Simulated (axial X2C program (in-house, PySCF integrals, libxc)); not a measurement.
## Worked dissociation energy of LiRu⁺: PBE0, non-relativistic

Computed with an in-house relativistic program for diatomic molecules. The Hamiltonian is the X2C one with the speed of light multiplied by 100, which is the non-relativistic limit. Basis: Ru dyall-v3z [11s10p7d3f2g], Li dyall-v3z [7s8p2d] (cores contracted in-house); Gaussian nuclei, density fitting, unrestricted open shells. Masses: Ru 101.904 u, Li 7.016 u.

Molecular state: M_S = 2, Λ = 2 (beyond evenly filled blocks: σα, π+α, π-α, δ+α, δ+β, δ-α).

* E(Ru) (2M_S = 4, M_L = 2): -4443.342678 hartree
* E(Li+) (2M_S = 0, M_L = 0): -7.262465 hartree
* E(LiRu⁺) at Re: -4450.638833 hartree
* ωe: 232.6 cm⁻¹
* ωexe: 2.47 cm⁻¹

(1) Work out De and D0.

The state is a single determinant with fixed occupations, the lowest that a limited PBE0 search found. Dissociation energies refer to the lowest single-determinant-based atoms at the same level and basis. PBE0 can misorder states that lie within some tenths of an eV, so this need not be the ground state of the molecule. The nearest other spin-free determinant of the search, M_S = 2, Λ = 1, lies 0.33 eV up at the distance of the search. Without a current term, density functionals place determinants with orbital angular momentum somewhat too high.

Each atomic determinant is the lowest at this level and need not be a pure term. Totals compare only within one Hamiltonian and basis.

## Answers

(1) De = -4443.342678 + (-7.262465) − (-4450.638833) = 0.03369 hartree = 0.917 eV. The zero-point energy is ωe/2 − ωexe/4 = 116 cm⁻¹ = 0.014 eV, so D0 = 0.902 eV.
